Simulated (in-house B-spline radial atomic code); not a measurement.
RPA and G0W0 on PBE: Au6+

Configuration [Xe] 4f14 5d5, highest spin, mean-field start PBE. Computed with an all-electron radial atomic-structure program (B-spline basis): all electrons, scalar-relativistic (spin-free one-electron X2C), finite nucleus, each spin shell either full or empty, empty states to l = 9 with an (l + 1/2)⁻⁴ tail; G0W0 by contour deformation at full frequency.

Without the two-electron picture change, the correlation of inner shells comes somewhat too large for so heavy an element.

Command:
```bash
python run_gw.py task.json out
```
Settings (radii: box in bohr, nucleus in fm):
```
Z                        79
electrons                73
configuration            [Xe] 4f14 5d5
hamiltonian              x2c
method                   pbe,pbe
lmax                     9
rms_radius               5.4371
spin_polarised           True
box_radius               9.29
intervals                66
```

Time taken, with all properties: 12 s on 1 thread of Arm Neoverse N1, on a shared host.

Energies (hartree):

```tsv
term	value
mean-field total	-19005.72291
Hartree-Fock functional on these orbitals	-19000.26075
direct second order	-7.5194
second-order exchange	1.8808
SOSEX correction	1.7771
```

Problem. What is the RPA correlation energy, and what remains with SOSEX?

Solution. RPA gives -6.6302 hartree (-2.47 eV per electron); RPA + SOSEX gives -4.8531, and the second-order doubles -5.6386 hartree (no singles). SOSEX takes back 27 % of the RPA value.

Quasi-particle levels (eV):

```json
{"level": "5d up", "occupied": "yes", "mean field": "-88.13", "Σx - vxc": "-8.71", "Σc": "?", "QP weight": "?", "G0W0": "?"}
{"level": "5p down", "occupied": "yes", "mean field": "-142.79", "Σx - vxc": "-10.12", "Σc": "-0.20", "QP weight": "0.948", "G0W0": "-153.12"}
{"level": "4f down", "occupied": "yes", "mean field": "-169.25", "Σx - vxc": "-23.78", "Σc": "7.27", "QP weight": "0.906", "G0W0": "-185.76"}
{"level": "5d down", "occupied": "no", "mean field": "-83.37", "Σx - vxc": "10.30", "Σc": "-3.48", "QP weight": "0.962", "G0W0": "-76.55"}
```

G0W0 = mean field + (Σx - vxc) + Σc, with Σc (partial-wave tail included) taken at the quasi-particle energy. Only the outer levels were computed. Levels of low weight are left out.

Problem. Where does G0W0 put 5d up?

Solution. At -97.14 eV, with Σc = -0.31 eV and a quasi-particle weight of 0.960. The tabulated removal energy is 94 ± 2 eV (NIST, tabulated theory); the calculation leaves out spin-orbit coupling, Breit and QED terms, and what these don't explain is the method's own error.
